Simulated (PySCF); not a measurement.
**Polarisability and C₆ of F (fluorine, neutral)**

[He] 2s2 2p5, 2P determinant. Calculation: PySCF 2.14, in aug-cc-pVQZ with one added diffuse shell each of s, p, d, f, g type (7s6p5d4f3g, 105 functions); no relativity, point nucleus. Coupled (time-dependent) response in atomic units; α is the mean over directions.

| method | mean α (bohr³) | α xx, yy, zz | C₆ (like pair) | S(−4) |
| --- | --- | --- | --- | --- |
| UHF | 3.300 | 3.113, 3.394, 3.394 | 8.557 | 4.417 |
| PBE | 4.241 | 3.812, 4.455, 4.455 | 11.43 | 9.674 |
| PBE0 | 3.876 | 3.545, 4.041, 4.041 | 10.32 | 7.263 |
| TPSS | 4.114 | 3.705, 4.319, 4.319 | 11.08 | 8.805 |
| wB97X-V | 3.966 | 3.626, 4.135, 4.135 | 10.62 | 7.703 |

S(−4) is the Cauchy moment in α(ω) = α(0) + S(−4) ω² + …

Reference α: 3.74 ± 0.08 bohr³ (recommended; Schwerdtfeger and Nagle, table of static dipole polarizabilities (2023 update)). Published C₆: 9.520 (Chu and Dalgarno (2004); Tang, Norbeck and Certain (1976)).

α(iu) at TPSS:

```json
{"u (hartree)": "0", "α(iu) (bohr³)": "4.114"}
{"u (hartree)": "0.0500", "α(iu) (bohr³)": "4.092"}
{"u (hartree)": "0.100", "α(iu) (bohr³)": "4.029"}
{"u (hartree)": "0.200", "α(iu) (bohr³)": "3.807"}
{"u (hartree)": "0.300", "α(iu) (bohr³)": "3.512"}
{"u (hartree)": "0.500", "α(iu) (bohr³)": "2.898"}
{"u (hartree)": "0.750", "α(iu) (bohr³)": "2.262"}
{"u (hartree)": "1.00", "α(iu) (bohr³)": "1.792"}
{"u (hartree)": "1.50", "α(iu) (bohr³)": "1.189"}
{"u (hartree)": "2.00", "α(iu) (bohr³)": "0.8417"}
{"u (hartree)": "3.00", "α(iu) (bohr³)": "0.4830"}
{"u (hartree)": "5.00", "α(iu) (bohr³)": "0.2179"}
```

A single London oscillator, α(iu) = α/(1 + u²/ω²), gives C₆ = (3/4) ω α². Matching the computed C₆ needs ω = 4 × 11.08 / (3 × 4.114²) = 0.873 hartree.

The components differ because the open shell of this determinant is not spherical; for a pure term their mean is the scalar polarisability.
